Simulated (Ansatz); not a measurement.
Species: C3H5N, SMILES `CCC#N` (charge 0, multiplicity 1).

Give a relaxed geometry from PBE0-D4/def2-TZVP in Ansatz (an electronic-structure program).

the end point of this relaxation (outside a Z-matrix the atoms follow the SMILES, hydrogens last).
Bonds (Å): C1–C2 1.526, C1–H5 1.091, C1–H6 1.091, C1–H7 1.091, C2–C3 1.455, C2–H8 1.094, C2–H9 1.094, C3–N4 1.150. Angles (°): C2–C1–H5 110.9, C2–C1–H6 109.8, C2–C1–H7 110.9, H5–C1–H6 108.5, H5–C1–H7 108.1, H6–C1–H7 108.5, C1–C2–C3 112.4, C1–C2–H8 110.8, C1–C2–H9 110.8, C3–C2–H8 108.0, C3–C2–H9 108.0, H8–C2–H9 106.7, C2–C3–N4 179.1.
